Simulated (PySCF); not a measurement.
C₆ coefficients of unlike pairs at PBE0

Calculated with PySCF 2.14 from the dipole response of each species, C₆(A,B) = (3/π) ∫ α_A(iu) α_B(iu) du, in atomic units, from isotropic polarisabilities. For ions this is the dispersion term alone; charge-induced terms of lower order in 1/R come first.

```tsv
species	configuration	basis	relativity	α (bohr³)	C₆ (like pair)
Al²⁺	[Ne] 3s1 (2S)	aug-cc-pVQZ-DK (7s6p4d3f2g)	spin-free X2C	13.96	37.43
O³⁺	[He] 2s2 2p1 (2P)	dyall-acv3z (15s9p4d2f)	none	1.361	1.270
B²⁺	[He] 2s1 (2S)	dyall-av3z (15s9p3d2f)	none	7.202	9.689
```

Estimate C₆ for B²⁺ with O³⁺.

The integral gives 2.926. The combination rule 2 C_A C_B / (C_A α_B/α_A + C_B α_A/α_B) gives 2.877 and the geometric mean 3.507.

No spin-orbit coupling is included.

The other pairs:

| pair | C₆ |
| --- | --- |
| O³⁺, Al²⁺ | 5.719 |
| B²⁺, Al²⁺ | 19.04 |
